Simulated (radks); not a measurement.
Neutral hydrogen, 1s1. Calculated with a radial shooting solver on a logarithmic mesh with Libxc functionals: non-relativistic Kohn-Sham, PBE, spin-polarised, spherical densities, point nucleus. Every spin shell is full or empty, so the densities are truly spherical. Functionals are evaluated on that one density, not self-consistently. Rank these orbital-free kinetic functionals by their error against the exact value of the orbitals, and give that value: Thomas-Fermi, TF + vW/9, LC94, APBEK, Perdew 92, Thakkar, PG1, DePristo-Kress.

Answer. Exact: 0.494812 hartree. From best to worst, with 100 (|E| - |E exact|)/|E exact| (equal figures are ties): APBEK +1.56, LC94 +1.69, Thakkar +1.92, DePristo-Kress +1.98, TF + vW/9 +2.12, Perdew 92 +2.14, Thomas-Fermi -8.99, PG1 +54.24.
